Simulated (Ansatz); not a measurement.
Geometry optimisation, RKS PBE0-D4/6-31G* in Ansatz 0.2.0.

input.yaml

```yaml
crystal:
  periodic: [false, false, false]
  atoms:
    - { symbol: C, position_ang: [-1.3313, 1.0825, -0.4115] }
    - { symbol: O, position_ang: [-1.2049, 0.1915, 0.6147] }
    - { symbol: B, position_ang: [-0.333, -0.8675, 0.1272] }
    - { symbol: Si, position_ang: [-1.1498, -2.45512, -0.87901] }
    - { symbol: H, position_ang: [-0.4182, 1.6148, -0.7192] }
    - { symbol: H, position_ang: [-2.0646, 1.939, -0.0658] }
    - { symbol: H, position_ang: [-1.8307, 0.6643, -1.3129] }
    - { symbol: H, position_ang: [0.80284, -0.85498, 0.22917] }
    - { symbol: H, position_ang: [-1.88006, -1.87466, -2.06123] }
    - { symbol: H, position_ang: [-0.06155, -3.2917, -1.30504] }
    - { symbol: H, position_ang: [-2.05775, -3.08606, 0.01564] }
basis:
  gaussian: { orbitals: "6-31G*" }
hamiltonian:
  xc: pbe0
  dispersion: d4
relax:
  f_tol: 0.015
  max_steps: 40
```

Command:

```bash
$ ansatz run input.yaml --threads 1 --pin off --max-ram 2048MiB --backend cpu --events-out ev --progress --plain --runs-dir out
```

Q: Where does it end, and by what steps?

A: The forces met the threshold. The force dipped under the threshold on the way, but the program's further checks kept it going. After 31 steps the energy has fallen by 1.352 eV; H7 moved furthest, 1.57 Å.

```csv
step,energy less start (eV),largest force component (eV/Å),accepted
0,0.0000,3.274,yes
2,-0.5631,0.375,yes
4,-0.6993,0.702,yes
6,-0.9859,1.211,yes
8,-1.2278,1.537,yes
10,-1.3219,0.341,yes
12,-1.3351,0.379,no
14,-1.3441,0.016,yes
16,-1.3427,0.202,no
18,-1.3456,0.014,yes
20,-1.3475,0.143,yes
22,-1.3502,0.055,yes
24,-1.3496,0.147,no
26,-1.3520,0.051,yes
28,-1.3523,0.012,yes
30,-1.3525,0.023,yes
31,-1.3525,0.012,yes
```

```xyz
11
Properties=species:S:1:pos:R:3
C -1.227 1.490 -0.444
O -1.473 0.129 -0.751
B -0.688 -0.860 -0.294
Si -1.144 -2.770 -0.801
H -0.341 1.602 0.192
H -2.103 1.897 0.070
H -1.081 2.039 -1.379
H 0.261 -0.583 0.404
H -2.350 -2.884 -1.673
H 0.003 -3.407 -1.518
H -1.386 -3.591 0.426
```

Whether the end is a true minimum wasn't checked by a vibrational analysis.

Time of the run: 110 s on 1 thread of Arm Neoverse V2, with other jobs on the host, peak memory 0.15 GiB.
